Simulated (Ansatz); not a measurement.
Species: C₃, net charge 0, singlet state. 
Structure (B3LYP-D3(BJ)/def2-TZVP (Ansatz, an electronic-structure program) minimum search):
SMILES: [C][C][C]
```xyz
3

C      0.0000     0.0000    -1.2873
C      0.0000     0.0000     0.0000
C      0.0000     0.0000     1.2873
```

Basis-set convergence of Hartree-Fock and CCSD(T) correlation energies (hartree) with Ansatz. Cores are frozen in the correlated levels unless marked. Spin-orbit coupling is left out. Non-relativistic.

The Hartree-Fock reference is unstable (checked in the largest basis), which strains HF and MP2. 

```json
[
 {"basis": "cc-pVDZ", "functions": "42", "E(HF)": "-113.36535", "E(corr, CCSD(T))": "-0.37440"},
 {"basis": "cc-pVTZ", "functions": "90", "E(HF)": "-113.38966", "E(corr, CCSD(T))": "-0.44278"},
 {"basis": "cc-pVQZ", "functions": "165", "E(HF)": "-113.39601", "E(corr, CCSD(T))": "-0.46429"}
]
```

Extrapolating the two largest sets (X = 3 and 4) as X^-3: E(corr) = (64·(-0.46429) - 27·(-0.44278))/37 = -0.4800 Eh, an estimate of the basis-set limit. The largest set recovers 96.7 % of it, the smallest 78.0 %.
